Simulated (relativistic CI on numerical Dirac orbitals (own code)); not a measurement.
# Slater and spin-orbit integrals, Re LXII

These numbers are calculated, not measured: Dirac-Coulomb-Breit CI, orbitals from a KLI potential per configuration, model QED (radiative potential, 1s self-energy scaled to tabulated hydrogen-like ionisation energies), unscaled Slater integrals (own radial code, finite nucleus).

Slater integrals F^k, G^k are unscaled and averaged over j, outside the closed core [Ne]; ζ comes from projecting the Hamiltonian with its Breit term on Σ l·s of the shell.

- 3s2 3p2: F^2(3p,3p) = 548510, ζ(3p) = 2.0706e+06 cm⁻¹; <r>(3p) = 0.1776, <r^2>(3p) = 0.03658 (bohr units).
- 3s2 3p 3d: ζ(3p) = 2.0692e+06, F^2(3p,3d) = 554250, G^1(3p,3d) = 570810, G^3(3p,3d) = 386870, ζ(3d) = 279680 cm⁻¹; <r>(3p) = 0.1777, <r^2>(3p) = 0.03663, <r>(3d) = 0.1574, <r^2>(3d) = 0.02854 (bohr units).
- 3s 3p3: F^2(3p,3p) = 548350, G^1(3s,3p) = 696950, ζ(3p) = 2.0704e+06 cm⁻¹; <r>(3s) = 0.1812, <r^2>(3s) = 0.03755, <r>(3p) = 0.1777, <r^2>(3p) = 0.03661 (bohr units).

Averages of the first 10 configurations, taken without configuration mixing, which lowers the lowest level and can move excited configurations by several eV; other configurations of the list can lie among them:

```csv
Configuration,Parity,States,Average energy above the lowest level (eV)
3s2 3p2,even,15,513.0
3s2 3p 3d,odd,60,926.6
3s 3p3,odd,40,950.1
3s2 3d2,even,45,1349.5
3p4,even,15,1411.2
3s 3p2 3d,even,300,1353.3
3p2 3d2,even,675,2206.3
3s 3p 3d2,odd,540,1765.9
3p3 3d,odd,200,1804.1
3s2 3d 4s,even,20,3736.4
```
